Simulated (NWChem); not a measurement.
Molecule: BSiH$_{5}$; SMILES [SiH3]B

All runs: NWChem. Pople sets run with spherical d functions. All runs use the structure optimised with PBE0/def2-SVP. Level PBE/6-31G*: energy and gradient; each run changes one setting, and changes count from the defaults (medium grid, exact Coulomb integrals, symmetry on).

Question: Which setting moves the energy most, and by about how much (coarse grid; Becke weights; defaults; extra-fine grid; tight SCF thresholds and tolerances; Coulomb fitting, Weigend set)?

Answer: Coulomb fitting, Weigend set, by about 200 μHa.
```csv
setting,size of the energy change (μHa),largest change of a gradient component (μHa/bohr)
defaults,< 10,< 30
coarse grid,50,200
Becke weights,< 10,80
extra-fine grid,< 10,80
tight SCF thresholds and tolerances,< 10,< 30
"Coulomb fitting, Weigend set",200,40
```
